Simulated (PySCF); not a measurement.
## Mn⁺ (manganese, charge +1): UHF calculation

Configuration: [Ar] 3d5 4s1, high-spin 7S determinant. Calculation: PySCF 2.14, in cc-pVDZ-DK (6s5p3d1f, 43 functions); the spin-free X2C one-electron Hamiltonian (Gaussian nucleus).

```json
{
  "Total energy": "-1157.160677 hartree",
  "One-electron energy": "-1587.8339 hartree",
  "Hartree (Coulomb) energy": "482.0529 hartree",
  "Exchange energy": "-51.3797 hartree",
  "⟨S²⟩": "12.0002",
  "⟨L²⟩": "0.000",
  "Sum of ⟨r⟩": "17.87 bohr",
  "Sum of ⟨r²⟩": "25.84 bohr²",
  "Langevin diamagnetic susceptibility": "-20.5 ×10⁻⁶ cm³/mol",
  "Time after the integrals": "0.16 s of wall time on 1 thread of Neoverse-N1 (shared host)"
}
```

```json
{"shell": "1s α", "electrons": "1", "mean orbital energy (hartree)": "-242.77690", "rms radius, mean of both spins (bohr)": "0.0703"}
{"shell": "1s β", "electrons": "1", "mean orbital energy (hartree)": "-242.77102", "rms radius, mean of both spins (bohr)": "0.0703"}
{"shell": "2s α", "electrons": "1", "mean orbital energy (hartree)": "-29.88731", "rms radius, mean of both spins (bohr)": "0.302"}
{"shell": "2s β", "electrons": "1", "mean orbital energy (hartree)": "-29.75098", "rms radius, mean of both spins (bohr)": "0.302"}
{"shell": "2p α", "electrons": "3", "mean orbital energy (hartree)": "-25.24267", "rms radius, mean of both spins (bohr)": "0.273"}
{"shell": "2p β", "electrons": "3", "mean orbital energy (hartree)": "-25.10932", "rms radius, mean of both spins (bohr)": "0.273"}
{"shell": "3s α", "electrons": "1", "mean orbital energy (hartree)": "-4.38485", "rms radius, mean of both spins (bohr)": "0.916"}
{"shell": "3s β", "electrons": "1", "mean orbital energy (hartree)": "-3.96598", "rms radius, mean of both spins (bohr)": "0.916"}
{"shell": "3p α", "electrons": "3", "mean orbital energy (hartree)": "-3.03455", "rms radius, mean of both spins (bohr)": "0.988"}
{"shell": "3p β", "electrons": "3", "mean orbital energy (hartree)": "-2.53683", "rms radius, mean of both spins (bohr)": "0.988"}
{"shell": "3d α", "electrons": "5", "mean orbital energy (hartree)": "-0.92589", "rms radius, mean of both spins (bohr)": "1.28"}
{"shell": "4s α", "electrons": "1", "mean orbital energy (hartree)": "-0.55102", "rms radius, mean of both spins (bohr)": "3.08"}
```

Densities and radii are taken from the X2C orbitals without a picture-change correction, which distorts them close to the nucleus.
